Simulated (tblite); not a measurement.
CH9AsOSi2.
SMILES with atom numbers: `[CH3:1][O:2][SiH2:3][SiH2:4][AsH2:5]` (hydrogens: H6, H7, H8 on C1; H9, H10 on Si3; H11, H12 on Si4; H13, H14 on As5)

Computed with GFN2-xTB (tblite), gas phase: L-BFGS steps from a force-field or distance-geometry start until the largest atomic force falls under 0.01 eV/Å.

At the end of the run (lengths in Å): Si4–As5 2.338, Si3–Si4 2.300, O2–Si3 1.626, Si3–H9 1.471, As5–H14 1.502, Si4–H12 1.474, C1–H6 1.092, C1–O2–Si3 128.0°, Si3–Si4–As5 111.6°, O2–Si3–Si4 99.5°, C1–O2–Si3–Si4 -179°, O2–Si3–Si4–As5 90°, H6–C1–O2–Si3 -57°, H9–Si3–O2–C1 56°.

Problem. These geometries were met on the way; a selection of coordinates is given. Order them by energy above the end point, lowest first.
A. Si4–As5 2.498, Si3–Si4 2.385, O2–Si3 1.640, Si3–H9 1.469, As5–H14 1.548, Si4–H12 1.498, C1–H6 1.055, C1–O2–Si3 130.7°, Si3–Si4–As5 96.8°, O2–Si3–Si4 105.0°, C1–O2–Si3–Si4 133°, O2–Si3–Si4–As5 84°, H6–C1–O2–Si3 15°, H9–Si3–O2–C1 10°
B. Si4–As5 2.443, Si3–Si4 2.433, O2–Si3 1.606, Si3–H9 1.544, As5–H14 1.567, Si4–H12 1.516, C1–H6 1.073, C1–O2–Si3 127.4°, Si3–Si4–As5 97.4°, O2–Si3–Si4 103.5°, C1–O2–Si3–Si4 130°, O2–Si3–Si4–As5 85°, H6–C1–O2–Si3 15°, H9–Si3–O2–C1 14°
C. Si4–As5 2.419, Si3–Si4 2.284, O2–Si3 1.628, Si3–H9 1.471, As5–H14 1.522, Si4–H12 1.502, C1–H6 1.099, C1–O2–Si3 128.3°, Si3–Si4–As5 99.2°, O2–Si3–Si4 106.4°, C1–O2–Si3–Si4 138°, O2–Si3–Si4–As5 80°, H6–C1–O2–Si3 18°, H9–Si3–O2–C1 7°
D. Si4–As5 2.348, Si3–Si4 2.305, O2–Si3 1.636, Si3–H9 1.458, As5–H14 1.495, Si4–H12 1.471, C1–H6 1.080, C1–O2–Si3 126.9°, Si3–Si4–As5 99.8°, O2–Si3–Si4 105.2°, C1–O2–Si3–Si4 144°, O2–Si3–Si4–As5 81°, H6–C1–O2–Si3 14°, H9–Si3–O2–C1 15°
E. Si4–As5 2.233, Si3–Si4 2.236, O2–Si3 1.740, Si3–H9 1.458, As5–H14 1.516, Si4–H12 1.472, C1–H6 1.114, C1–O2–Si3 107.1°, Si3–Si4–As5 108.0°, O2–Si3–Si4 110.7°, C1–O2–Si3–Si4 130°, O2–Si3–Si4–As5 64°, H6–C1–O2–Si3 25°, H9–Si3–O2–C1 7°

Solution. D (0.270 eV), C (0.471 eV), A (0.819 eV), B (1.398 eV), E (2.641 eV).

```tsv
step	E above end (eV)	rms distance from the end, all atoms (Å)	largest force (eV/Å)	rms shift of all bonds from the end (Å)
21	0.270	0.515	0.424	0.009
16	0.471	0.552	1.015	0.028
13	0.819	0.566	1.469	0.055
12	1.398	0.586	1.702	0.058
0	2.641	0.676	2.946	0.049
```

Rows stand in the order of the answer.
